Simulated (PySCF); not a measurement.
PySCF input file for Si(OMe)4 (C4H12O4Si), SMILES CO[Si](OC)(OC)OC, B3LYP-D3(BJ)/def2-SVP. Geometry: B3LYP-D3(BJ)/def2-SVP. The isomer is the one that the SMILES or the coordinates give; other isomers of the formula were not compared. One conformer was computed; it need not be the lowest.

```python
import numpy as np
from pyscf import gto, scf, dft, df
from pyscf.hessian import thermo

mol = gto.M(
    atom='''
    C    -1.65063896   -1.45403990   -1.59576475
    O    -1.36134932   -0.26842201   -0.88572810
    Si   -0.00000000   -0.00000000    0.00000000
    O    -0.26842240    1.36134918    0.88572821
    C    -1.45404060    1.65063868    1.59576440
    O     0.26842217   -1.36134971    0.88572746
    C     1.45404017   -1.65063965    1.59576378
    O     1.36134956    0.26842256   -0.88572757
    C     1.65063938    1.45404087   -1.59576343
    H    -1.51811433   -2.34748741   -0.96177762
    H    -1.00175815   -1.56055893   -2.48383880
    H    -2.69699839   -1.41419292   -1.93633320
    H    -1.41419376    2.69699806    1.93633304
    H    -1.56056002    1.00175773    2.48383828
    H    -2.34748784    1.51811417    0.96177686
    H     2.34748757   -1.51811476    0.96177656
    H     1.56055935   -1.00175924    2.48383809
    H     1.41419325   -2.69699924    1.93633179
    H     1.00175882    1.56056044   -2.48383758
    H     1.51811460    2.34748799   -0.96177580
    H     2.69699891    1.41419409   -1.93633163
    ''',
    basis='def2-SVP',
    charge=0,
    spin=0,
    max_memory=1600,
    verbose=3,
)
mf = dft.RKS(mol, xc='b3lyp').density_fit(auxbasis='def2-universal-jkfit')
mf.disp = 'd3bj'
mf.grids.level = 3
mf.conv_tol = 1e-11
mf.max_cycle = 100
mf.kernel()

# [left out here: the lines that compute and print the analytic Hessian (its translational invariance restored by hand, since the grid's response is missing), thermochemistry and intensities]
```

It prints:

```
converged SCF energy = -749.787940381925

WARN: DFTD3 does not support analytical Hessian, using finite difference


WARN: Mole.unit (angstrom) is changed to Bohr

Mode                                 0                   1                   2
Irrep
Freq [cm^-1]                       37.7718             52.9021             71.9468
Reduced mass [au]                   2.4642              2.7304              2.8344
Force const [Dyne/A]                0.0021              0.0045              0.0086
Char temp [K]                      54.3452             76.1143            103.5154
Normal mode                   x     y     z       x     y     z       x     y     z
       0   C                -0.06 -0.04  0.09    0.07  0.05 -0.06   -0.06  0.01  0.06
       1   O                -0.00 -0.01  0.01    0.00  0.01  0.04    0.05  0.04 -0.03
       2  Si                -0.00  0.00  0.00   -0.00  0.00  0.05    0.04 -0.00  0.00
       3   O                -0.01  0.00 -0.01   -0.01  0.00  0.04    0.02 -0.04  0.05
       4   C                -0.04  0.06 -0.09   -0.05  0.07 -0.06   -0.04 -0.02 -0.06
       5   O                 0.01 -0.00 -0.01    0.01 -0.00  0.04    0.02 -0.04 -0.05
       6   C                 0.04 -0.06 -0.09    0.05 -0.07 -0.06   -0.04 -0.02  0.06
       7   O                 0.00  0.01  0.01   -0.00 -0.01  0.04    0.05  0.04  0.03
       8   C                 0.06  0.04  0.09   -0.07 -0.05 -0.06   -0.06  0.01 -0.06
       9   H                 0.01 -0.02  0.11    0.03  0.01 -0.10    0.02  0.04  0.08
      10   H                -0.14 -0.07  0.03    0.15  0.10 -0.01   -0.19 -0.03 -0.02
      11   H                -0.09 -0.07  0.19    0.10  0.06 -0.14   -0.11  0.01  0.21
      12   H                -0.07  0.09 -0.19   -0.06  0.10 -0.14   -0.06 -0.02 -0.05
      13   H                -0.07  0.14 -0.03   -0.10  0.15 -0.01   -0.14 -0.02 -0.07
      14   H                -0.02 -0.01 -0.11   -0.01  0.03 -0.10    0.01 -0.00 -0.14
      15   H                 0.02  0.01 -0.11    0.01 -0.03 -0.10    0.01 -0.00  0.14
      16   H                 0.07 -0.14 -0.03    0.10 -0.15 -0.01   -0.14 -0.02  0.07
      17   H                 0.07 -0.09 -0.19    0.06 -0.10 -0.14   -0.06 -0.02  0.05
      18   H                 0.14  0.07  0.03   -0.15 -0.10 -0.01   -0.19 -0.03  0.02
      19   H                -0.01  0.02  0.11   -0.03 -0.01 -0.10    0.02  0.04 -0.08
      20   H                 0.09  0.07  0.19   -0.10 -0.06 -0.14   -0.11  0.01 -0.21
Mode                                 3                   4                   5
Irrep
Freq [cm^-1]                       71.9586             75.0769             79.3074
Reduced mass [au]                   2.8343              1.0635              1.0814
Force const [Dyne/A]                0.0086              0.0035              0.0040
Char temp [K]                     103.5324            108.0190            114.1058
Normal mode                   x     y     z       x     y     z       x     y     z
       0   C                 0.02 -0.04  0.06    0.00 -0.02  0.02   -0.01  0.01  0.00
       1   O                 0.04  0.02 -0.05    0.00 -0.00 -0.01   -0.01 -0.01  0.02
       2  Si                 0.00  0.04 -0.00   -0.00 -0.00 -0.01    0.00 -0.01 -0.00
       3   O                -0.04  0.05 -0.03    0.00  0.00 -0.01    0.02 -0.01  0.01
       4   C                -0.01 -0.06  0.06    0.02  0.00  0.02    0.01  0.02 -0.03
       5   O                -0.04  0.05  0.03   -0.00 -0.00 -0.01    0.02 -0.01 -0.01
       6   C                -0.01 -0.06 -0.06   -0.02 -0.00  0.02    0.01  0.02  0.02
       7   O                 0.04  0.02  0.05   -0.00  0.00 -0.01   -0.01 -0.01 -0.02
       8   C                 0.02 -0.04 -0.06   -0.00  0.02  0.02   -0.01  0.01 -0.00
       9   H                 0.00  0.01  0.14   -0.25  0.01  0.12   -0.20  0.01  0.05
      10   H                 0.02 -0.14  0.07    0.18 -0.19  0.17    0.12 -0.08  0.11
      11   H                 0.02 -0.06  0.05    0.08  0.09 -0.21    0.05  0.10 -0.17
      12   H                -0.01 -0.11  0.21   -0.09  0.08 -0.21    0.16 -0.08  0.25
      13   H                 0.03 -0.19 -0.02    0.19  0.18  0.17   -0.20 -0.19 -0.20
      14   H                -0.04  0.02  0.08   -0.01 -0.25  0.12    0.04  0.34 -0.14
      15   H                -0.04  0.02 -0.08    0.01  0.25  0.12    0.04  0.34  0.14
      16   H                 0.03 -0.19  0.02   -0.19 -0.18  0.17   -0.20 -0.19  0.20
      17   H                -0.01 -0.11 -0.21    0.09 -0.08 -0.21    0.16 -0.08 -0.24
      18   H                 0.02 -0.14 -0.07   -0.18  0.19  0.17    0.12 -0.08 -0.11
      19   H                 0.00  0.01 -0.14    0.25 -0.01  0.12   -0.20  0.01 -0.04
      20   H                 0.02 -0.06 -0.05   -0.08 -0.09 -0.21    0.05  0.10  0.17
Mode                                 6                   7                   8
Irrep
Freq [cm^-1]                       79.3078             79.3856            111.7012
[...]
      15   H                 0.22  0.03 -0.16    0.27  0.05 -0.20    0.26  0.05 -0.19
      16   H                 0.03  0.21  0.28   -0.03 -0.19 -0.25   -0.03 -0.19 -0.25
      17   H                -0.01 -0.20  0.06   -0.01 -0.11  0.04   -0.01 -0.10  0.04
      18   H                -0.21  0.03 -0.28    0.19 -0.03  0.25   -0.19  0.03 -0.25
      19   H                -0.03  0.22  0.16   -0.05  0.26  0.19    0.05 -0.27 -0.20
      20   H                 0.20 -0.01 -0.06    0.10 -0.01 -0.04   -0.11  0.01  0.04
Mode                                51                  52                  53
Irrep
Freq [cm^-1]                     3077.5986           3077.9155           3107.6968
Reduced mass [au]                   1.1050              1.1052              1.1061
Force const [Dyne/A]                6.1667              6.1688              6.2937
Char temp [K]                    4427.9791           4428.4351           4471.2838
Normal mode                   x     y     z       x     y     z       x     y     z
       0   C                -0.02 -0.02  0.03    0.02  0.02 -0.03    0.04 -0.02  0.02
       1   O                 0.00 -0.00 -0.00    0.00 -0.00  0.00   -0.00  0.00  0.00
       2  Si                -0.00  0.00  0.00    0.00 -0.00 -0.00   -0.00  0.00 -0.00
       3   O                -0.00 -0.00  0.00    0.00  0.00  0.00   -0.00 -0.00  0.00
       4   C                -0.02  0.02 -0.03   -0.02  0.02 -0.03    0.02  0.04  0.02
       5   O                 0.00  0.00  0.00   -0.00 -0.00  0.00    0.00  0.00  0.00
       6   C                 0.02 -0.02 -0.03    0.02 -0.02 -0.03   -0.02 -0.04  0.02
       7   O                -0.00  0.00 -0.00   -0.00  0.00  0.00    0.00 -0.00  0.00
       8   C                 0.02  0.02  0.03   -0.02 -0.02 -0.03   -0.04  0.02  0.02
       9   H                -0.05  0.27 -0.19    0.05 -0.27  0.19   -0.02  0.17 -0.13
      10   H                 0.19 -0.03 -0.25   -0.19  0.03  0.25   -0.04  0.00  0.07
      11   H                 0.10 -0.01  0.04   -0.10  0.01 -0.04   -0.40  0.02 -0.12
      12   H                -0.01 -0.10 -0.04   -0.01 -0.10 -0.04   -0.02 -0.39 -0.12
      13   H                -0.03 -0.19  0.25   -0.03 -0.19  0.25   -0.00 -0.04  0.07
      14   H                 0.27  0.05  0.19    0.27  0.05  0.19   -0.17 -0.02 -0.12
      15   H                -0.27 -0.05  0.19   -0.27 -0.05  0.19    0.17  0.02 -0.13
      16   H                 0.03  0.19  0.25    0.03  0.19  0.25    0.00  0.04  0.07
      17   H                 0.01  0.10 -0.04    0.01  0.10 -0.04    0.02  0.40 -0.12
      18   H                -0.19  0.03 -0.25    0.19 -0.03  0.25    0.04 -0.00  0.07
      19   H                 0.05 -0.27 -0.19   -0.05  0.27  0.19    0.02 -0.17 -0.13
      20   H                -0.10  0.01  0.04    0.10 -0.01 -0.04    0.40 -0.02 -0.13
Mode                                54                  55                  56
Irrep
Freq [cm^-1]                     3107.8269           3107.8277           3107.9077
Reduced mass [au]                   1.1060              1.1060              1.1058
Force const [Dyne/A]                6.2942              6.2942              6.2931
Char temp [K]                    4471.4709           4471.4721           4471.5872
Normal mode                   x     y     z       x     y     z       x     y     z
       0   C                 0.05 -0.02  0.02   -0.00  0.00 -0.00    0.04 -0.02  0.02
       1   O                -0.00  0.00  0.00    0.00 -0.00 -0.00   -0.00  0.00 -0.00
       2  Si                -0.00 -0.00 -0.00   -0.00  0.00  0.00   -0.00 -0.00  0.00
       3   O                 0.00  0.00 -0.00    0.00  0.00 -0.00    0.00  0.00  0.00
       4   C                -0.00 -0.00 -0.00   -0.02 -0.05 -0.02   -0.02 -0.04 -0.02
       5   O                 0.00  0.00  0.00    0.00  0.00  0.00   -0.00 -0.00  0.00
       6   C                -0.00 -0.00  0.00   -0.02 -0.05  0.02    0.02  0.04 -0.02
       7   O                -0.00  0.00 -0.00    0.00 -0.00  0.00    0.00 -0.00 -0.00
       8   C                 0.05 -0.02 -0.02   -0.00  0.00  0.00   -0.04  0.02  0.02
       9   H                -0.03  0.24 -0.18    0.00 -0.00  0.00   -0.02  0.17 -0.13
      10   H                -0.06  0.00  0.09    0.00 -0.00 -0.00   -0.04  0.00  0.06
      11   H                -0.56  0.03 -0.18    0.01 -0.00  0.00   -0.40  0.02 -0.13
      12   H                 0.00  0.01  0.00    0.03  0.56  0.18    0.02  0.40  0.13
      13   H                 0.00  0.00 -0.00    0.00  0.06 -0.09    0.00  0.04 -0.06
      14   H                 0.00  0.00  0.00    0.24  0.03  0.18    0.17  0.02  0.12
      15   H                 0.01  0.00 -0.00    0.24  0.03 -0.18   -0.17 -0.02  0.12
      16   H                 0.00  0.00  0.00    0.00  0.06  0.09   -0.00 -0.04 -0.06
      17   H                 0.00  0.01 -0.00    0.03  0.56 -0.17   -0.02 -0.40  0.13
      18   H                -0.06  0.00 -0.09    0.00 -0.00  0.00    0.04 -0.00  0.06
      19   H                -0.03  0.24  0.18    0.00 -0.00 -0.00    0.02 -0.16 -0.12
      20   H                -0.56  0.03  0.18    0.01 -0.00 -0.00    0.40 -0.02 -0.12
temperature 298.1500 [K]
pressure 101325.00 [Pa]
Rotational constants [GHz] 1.16046 1.16046 1.15263
Symmetry number 2
Zero-point energy (ZPE) 0.17056 [Eh]   447817.384 [J/mol]
                           tot       elec      trans        rot        vib
Entropy [J/mol/K]       506.224      0.000    171.420    118.571    216.232
Cv [J/mol/K]            180.787      0.000     12.472     12.472    155.844
Cp [J/mol/K]            189.102      0.000     20.786     12.472    155.844
Internal energy [J/mol]                      3718.434   3718.434 477376.449
Internal energy [Eh]   -749.60328  -749.78794
Enthalpy [J/mol]                             6197.391   3718.434 477376.449
Enthalpy [Eh]          -749.60234
Gibbs free energy [J/mol]                  -44911.548 -31633.577 412906.856
Gibbs free energy [Eh] -749.65983
mode   freq/cm-1   IR/(km/mol)
   1       37.77         0.000
   2       52.90         4.303
   3       71.95         4.427
   4       71.96         4.427
   5       75.08         0.755
   6       79.31         0.347
   7       79.31         0.347
   8       79.39         0.000
   9      111.70         4.579
  10      158.43         4.496
  11      158.43         4.496
  12      214.05         0.000
  13      272.20         0.000
  14      314.95        32.822
  15      410.55        34.506
  16      410.56        34.505
  17      411.30        36.468
  18      636.33         0.000
  19      829.75       121.041
  20      860.53       149.903
  21      860.54       149.903
  22     1149.19       359.057
  23     1155.36       322.940
  24     1155.36       322.939
  25     1166.44         0.000
  26     1179.85         0.025
  27     1179.88         0.733
  28     1179.88         0.734
  29     1179.99         0.000
  30     1210.37       131.681
  31     1214.33       164.185
  32     1214.33       164.187
  33     1220.41         0.000
  34     1467.99         0.000
  35     1469.59         2.710
  36     1469.59         2.710
  37     1472.07         5.428
  38     1476.94         0.000
  39     1477.62         0.231
  40     1478.87        10.099
  41     1478.87        10.101
  42     1480.81         3.262
  43     1480.81         3.261
  44     1481.99         7.454
  45     1482.05         0.000
  46     3001.54        75.558
  47     3001.54        75.554
  48     3001.80       122.390
  49     3004.36         0.000
  50     3076.80        35.230
  51     3076.80        35.230
  52     3077.60         0.000
  53     3077.92        68.988
  54     3107.70        18.902
  55     3107.83        54.229
  56     3107.83        54.230
  57     3107.91         0.001
max |gradient| / (hartree/bohr): 2.6888828282821268e-05
APT charges: [ 0.5907 -1.0593  2.4129 -1.0593  0.5907 -1.0593  0.5907 -1.0593  0.5907
 -0.0337 -0.0572 -0.0438 -0.0438 -0.0572 -0.0337 -0.0337 -0.0572 -0.0438
 -0.0572 -0.0337 -0.0438]
```

The run converged.

Cost: roughly 20 core-minutes.
